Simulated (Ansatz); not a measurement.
Start from `C[O][Al]1[CH2][O]1` and change one atom or group to get `[Cl][Al]1[CH2][O]1`.

Ansatz, PBE0-D4/def2-TZVP geometries, multiplicity 1. Each molecule was computed in one conformer, which needn't be the lowest.

```json
{"property": "HOMO–LUMO gap (ωB97M-V/def2-TZVPP) / eV", "`C[O][Al]1[CH2][O]1`": "9.22"}
{"property": "size of the dipole moment (PBE/def2-TZVPP) / D", "`C[O][Al]1[CH2][O]1`": "3.39"}
{"property": "LUMO energy (PBE/def2-TZVPP) / eV", "`C[O][Al]1[CH2][O]1`": "-1.98"}
{"property": "HOMO energy (PBE/def2-TZVPP) / eV", "`C[O][Al]1[CH2][O]1`": "-5.16"}
{"property": "HOMO energy (B3LYP/def2-TZVPP) / eV", "`C[O][Al]1[CH2][O]1`": "-6.23"}
{"property": "size of the dipole moment (B3LYP/def2-TZVPP) / D", "`C[O][Al]1[CH2][O]1`": "3.67"}
```

Task: Give the same properties after the change, and the shifts. (Best estimate.)

Result: Computed: 
```
                                        property  `[Cl][Al]1[CH2][O]1`  shift
         HOMO–LUMO gap (ωB97M-V/def2-TZVPP) / eV                  9.29   0.07
  size of the dipole moment (PBE/def2-TZVPP) / D                  1.72  -1.67
               LUMO energy (PBE/def2-TZVPP) / eV                 -2.40  -0.42
               HOMO energy (PBE/def2-TZVPP) / eV                 -5.59  -0.43
             HOMO energy (B3LYP/def2-TZVPP) / eV                 -6.65  -0.42
size of the dipole moment (B3LYP/def2-TZVPP) / D                  1.95  -1.72
```

Dipoles are sizes alone; their direction can turn.

B3LYP here is the variant with VWN-RPA as its local correlation; programs differ in this.
